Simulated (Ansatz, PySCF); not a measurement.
difluorosilyl(difluoro)silane (F₄H₂Si₂), SMILES F[SiH](F)[SiH](F)F. Atoms are numbered in the order given.

```xyz
8

Si    -1.1160    -0.3548     0.0078
F     -1.8365     0.2783     1.3125
F     -1.8363     0.2774    -1.2974
Si     1.1160     0.3548     0.0078
F      1.8363    -0.2774    -1.2974
F      1.8365    -0.2783     1.3125
H     -1.3385    -1.8221     0.0083
H      1.3385     1.8221     0.0083
```
Charge 0, spin multiplicity 1.

Geometry optimised at r2SCAN-D4/def2-SVP. Other conformers were not sampled.

Two levels are set side by side: PBE-D3(BJ)/def2-SVP (Ansatz, a quantum-chemistry and plane-wave program) and r2SCAN-D4/def2-SVP (Ansatz). Each level has its own optimised geometry; the coordinates shown are those of the second. Frequencies come from the Hessian of PySCF at each geometry. Differences are taken from unrounded values.

| quantity | r2SCAN-D4 |
|---|---|
| mean bond length (Å) | 1.684 |
| bond Si1–F2 (Å) | 1.619 |
| bond Si1–F3 (Å) | 1.619 |
| bond Si1–Si4 (Å) | 2.342 |
| bond Si4–F5 (Å) | 1.619 |
| bond Si4–F6 (Å) | 1.619 |
| bond Si1–H7 (Å) | 1.484 |
| bond Si4–H8 (Å) | 1.484 |
| highest harmonic wavenumber (cm⁻¹) | 2267 |
| mean harmonic wavenumber (cm⁻¹) | 735 |
| zero-point energy (kcal/mol) | 18.91 |

### Question
What does PBE-D3(BJ) give, and how far is it from r2SCAN-D4? (Estimate from the structure and the level; the computed values follow.)

### Answer

```json
[
 {"quantity": "mean bond length (Å)", "PBE-D3(BJ)": "1.697", "PBE-D3(BJ) minus r2SCAN-D4": "0.013"},
 {"quantity": "bond Si1–F2 (Å)", "PBE-D3(BJ)": "1.633", "PBE-D3(BJ) minus r2SCAN-D4": "0.014"},
 {"quantity": "bond Si1–F3 (Å)", "PBE-D3(BJ)": "1.633", "PBE-D3(BJ) minus r2SCAN-D4": "0.014"},
 {"quantity": "bond Si1–Si4 (Å)", "PBE-D3(BJ)": "2.352", "PBE-D3(BJ) minus r2SCAN-D4": "0.010"},
 {"quantity": "bond Si4–F5 (Å)", "PBE-D3(BJ)": "1.633", "PBE-D3(BJ) minus r2SCAN-D4": "0.014"},
 {"quantity": "bond Si4–F6 (Å)", "PBE-D3(BJ)": "1.633", "PBE-D3(BJ) minus r2SCAN-D4": "0.014"},
 {"quantity": "bond Si1–H7 (Å)", "PBE-D3(BJ)": "1.497", "PBE-D3(BJ) minus r2SCAN-D4": "0.013"},
 {"quantity": "bond Si4–H8 (Å)", "PBE-D3(BJ)": "1.497", "PBE-D3(BJ) minus r2SCAN-D4": "0.013"},
 {"quantity": "highest harmonic wavenumber (cm⁻¹)", "PBE-D3(BJ)": "2202", "PBE-D3(BJ) minus r2SCAN-D4": "-64"},
 {"quantity": "mean harmonic wavenumber (cm⁻¹)", "PBE-D3(BJ)": "713", "PBE-D3(BJ) minus r2SCAN-D4": "-22"},
 {"quantity": "zero-point energy (kcal/mol)", "PBE-D3(BJ)": "18.33", "PBE-D3(BJ) minus r2SCAN-D4": "-0.58"}
]
```
